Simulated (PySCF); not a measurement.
## Trend along the alkali metals: MSi molecules

PBE0 with double-zeta basis sets in PySCF, for the lowest determinant that a PBE0 search found; no spin–orbit coupling. De refers to high-spin ground-configuration atoms. A positive dipole means M(−)Si(+).

```tsv
M	basis	state (unpaired electrons)	Re (Å)	ωe (cm⁻¹)	De (eV)	μ (D)
Li	x2c-SVPall	quartet (σ ↑, π ↑↑)	2.360	453	1.78	-6.07
Na	def2-SVPD	quartet (σ ↑, π ↑↑)	2.706	255	1.45	-7.09
K	x2c-SVPall	quartet (σ ↑, π ↑↑)	3.056	204	1.51	-9.36
Rb	def2-SVP	quartet (σ ↑, π ↑↑)	3.220	173	1.55	-10.25
Cs	def2-SVP	quartet (σ ↑, π ↑↑)	3.350	165	1.68	-10.28
```

The shortest bond is that of LiSi (2.360 Å), the longest that of CsSi (3.350 Å).

The rows differ in basis set, which adds steps of its own.

Relativity is treated differently too: Li spin-free X2C; Na no relativity; K spin-free X2C; Rb scalar-relativistic core potentials; Cs scalar-relativistic core potentials.

Down a group bonds as a rule get longer and wavenumbers fall, partly through the reduced mass; this series shows no clear exception.

These are scalar-relativistic numbers at best; spin–orbit coupling would shift them, the dissociation energy most. States were picked by a PBE0 search and need not be the measured ground states.
